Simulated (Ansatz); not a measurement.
Input for Ansatz (development build ahead of 0.2.0):

```yaml
crystal:
  periodic: [false, false, false]
  atoms:
    - { symbol: Be, position_ang: [-0.0051, -0.00482, -0.89944] }
    - { symbol: O, position_ang: [0.0062, 0.00521, 0.44029] }
basis:
  gaussian: { orbitals: cc-pVTZ }
hamiltonian:
  xc: hf
correlation:
  method: mp2
  frozen_orbitals: { Be: 0, O: 1 }
```

The input is written out in the form of the current development build from the run's settings.

Output:

```json
{"Converged": "yes", "Reference energy": "-89.44209 hartree", "Correlation energy": "-0.30819 hartree", "Total energy": "-89.75028 hartree", "Spin squared of the determinant": "0.000"}
```

Caution: in another basis set an unrestricted determinant lies well below.
